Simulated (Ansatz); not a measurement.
Species: BHSeCl, charge 0, doublet. BHSeCl (SMILES Cl[B][SeH], doublet).
B3LYP-D3(BJ)/def2-TZVP minimum from Ansatz (a first-principles code):
```
B
Cl 1 1.7280
Se 1 1.9176 2 124.91
H 3 1.4725 1 94.84 2 180.00
```
Charge 0, spin multiplicity 2.

Atomisation energy term by term, kcal/mol (programs: Ansatz). UHF or UKS for unpaired electrons; spin-orbit terms are left out. Correlated methods leave the cores frozen (noble-gas shells, and filled d and f shells in the p block). No relativity. CBS(X,Y): correlation extrapolated as X^-3, Hartree-Fock from the larger set. A bracket is a step between two methods taken in the basis named. Where a partner has so few electrons that a lower coupled-cluster level is exact, that level stands in.

| term | basis | kcal/mol |
|---|---|---|
| Hartree-Fock | def2-QZVPP | 186.54 |
| CCSD correlation | CBS(def2-TZVPP,def2-QZVPP) | 63.20 |
| (T) | CBS(def2-TZVPP,def2-QZVPP) | 7.59 |
| CCSDT(Q) - CCSD(T) | def2-SVP | 0.57 |
| sum: De |  | 257.9 |
